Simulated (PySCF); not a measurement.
Species: C3H8BGa.
Z-matrix (Å and degrees, PBE0-D3(BJ)/def2-SVP geometry), rows numbered from 1:
```
B 
C   1  1.5177
Ga  2  2.0155  1  100.66
C   3  1.9475  2  117.37  1   -81.80
C   4  1.3418  3  121.04  2    11.62
H   1  1.2136  2  121.00  3    90.46
H   1  1.2139  2  120.89  3   -84.26
H   2  1.1001  1  117.17  3   109.61
H   2  1.1010  1  117.04  3  -111.42
H   3  1.5688  2  118.42  1   101.12
H   4  1.0978  3  121.14  2  -170.06
H   5  1.0976  4  122.44  3   178.30
H   5  1.0971  4  121.97  3    -1.18
```

Jobs on this species (13 atoms, 62 electrons) with PySCF (density fitting). Hardware of each: one thread, Arm Neoverse V2 (aarch64), shared host. Times come from a shared host and carry two figures at best. Peak memory is the resident size of the whole Python process, interpreter and libraries included.

```
 level and settings                                                                           work  basis functions  SCF cycles  wall time  peak memory
  LC-wPBE/def2-SVPD  10 singlets by full TDDFT, 4 Tamm–Dancoff triplets, polarisability, ΔSCF ions              182           ?          ?            ?
     PBE0/def2-TZVP             10 singlets by full TDDFT, 4 Tamm–Dancoff triplets, polarisability              220           ?          ?            ?
      PBE/def2-SVPD  10 singlets by full TDDFT, 4 Tamm–Dancoff triplets, polarisability, ΔSCF ions              182          13    2.6 min     0.65 GiB
   PBE0/aug-cc-pVDZ             10 singlets by full TDDFT, 4 Tamm–Dancoff triplets, polarisability              200          11       24 s     0.78 GiB
BHandHLYP/def2-SVPD  10 singlets by full TDDFT, 4 Tamm–Dancoff triplets, polarisability, ΔSCF ions              182          11    2.2 min     0.82 GiB
        PBE0/6-31G*             10 singlets by full TDDFT, 4 Tamm–Dancoff triplets, polarisability              104          12      8.9 s     0.59 GiB
    PBE0/def2-TZVPD             10 singlets by full TDDFT, 4 Tamm–Dancoff triplets, polarisability              274          12       38 s      1.1 GiB
  wB97X-D/def2-SVPD  10 singlets by full TDDFT, 4 Tamm–Dancoff triplets, polarisability, ΔSCF ions              182          12    2.4 min     0.94 GiB
    B3LYP/def2-SVPD  10 singlets by full TDDFT, 4 Tamm–Dancoff triplets, polarisability, ΔSCF ions              182          12    2.1 min     0.89 GiB
```

**Question.** Fill in the missing figures.

**Answer.** 
- LC-wPBE/def2-SVPD; 10 singlets by full TDDFT, 4 Tamm–Dancoff triplets, polarisability, ΔSCF ions: 3.1 min, 0.89 GiB, 12 SCF cycles
- PBE0/def2-TZVP; 10 singlets by full TDDFT, 4 Tamm–Dancoff triplets, polarisability: 25 s, 0.92 GiB, 12 SCF cycles

**Question.** What do all jobs in the table cost together?

**Answer.** About 14 min; the longest takes about 22 % of that, and about 21 times as long as the shortest.
